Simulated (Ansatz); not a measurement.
```xyz
6

H     1.5000    0.0000    0.0000
H     0.7500    1.2990    0.0000
H    -0.7500    1.2990    0.0000
H    -1.5000    0.0000    0.0000
H    -0.7500   -1.2990    0.0000
H     0.7500   -1.2990    0.0000
```

Basis set: pcseg-2 (spherical functions). Charge 0, multiplicity 1.

Computed with Ansatz (development build ahead of 0.2.0); each method stands on the lowest determinant of its kind that the runs found.

Give the atomization energy at this shape (free ground-state atoms in the same class of orbitals less the molecule, no zero-point energy) of singlet H₆ by PBE (unrestricted), RHF.

| method | atomization energy |
| --- | --- |
| PBE (unrestricted) | 159.74 kcal/mol |
| RHF | 36.81 kcal/mol |

Caution: the shape is not the minimum. Caution for RHF: in another basis set an unrestricted determinant lies well below.
